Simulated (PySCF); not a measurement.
Al2(mu-F)2(Me)4, C₄H₁₂Al₂F₂, singlet (GFN2-xTB optimised geometry):

```
20

Al     0.562    -1.320     0.000
Al    -0.560     1.332     0.000
F      0.001     0.005    -1.167
C      2.544    -1.320     0.000
H      2.974    -0.855     0.893
H      2.976    -0.793    -0.857
H      2.935    -2.340    -0.035
C     -0.884    -2.677     0.001
H     -0.810    -3.373     0.841
H     -0.882    -3.295    -0.901
H     -1.878    -2.218     0.062
F      0.006     0.008     1.167
C      0.878     2.696    -0.008
H      0.821     3.373     0.849
H      0.848     3.335    -0.895
H      1.876     2.243     0.016
C     -2.542     1.324     0.008
H     -2.967     0.906     0.926
H     -2.976     0.750    -0.818
H     -2.938     2.339    -0.080
```

Calculation: B3LYP/def2-SVP run with PySCF.

**Question.** What are the frontier orbital energies and the dipole moment?

**Answer.** HOMO-2 -8.74 eV, HOMO-1 -7.65 eV, HOMO -7.49 eV, LUMO 0.40 eV, LUMO+1 0.48 eV; dipole moment 0.01 D.

On the same geometry PBE/def2-SVP in PySCF 2.14.0 gives HOMO-2 -7.56 eV, HOMO-1 -6.58 eV, HOMO -6.39 eV, LUMO -0.12 eV, LUMO+1 -0.09 eV; dipole moment 0.00 D.

Meta-Löwdin charges at B3LYP/def2-SVP: Al1 0.99, Al2 0.99, F3 -0.46, C4 -0.59, H5 0.11, H6 0.11, H7 0.11, C8 -0.59, H9 0.11, H10 0.11, H11 0.11, F12 -0.46, C13 -0.59, H14 0.11, H15 0.11, H16 0.11, C17 -0.59, H18 0.11, H19 0.11, H20 0.11.
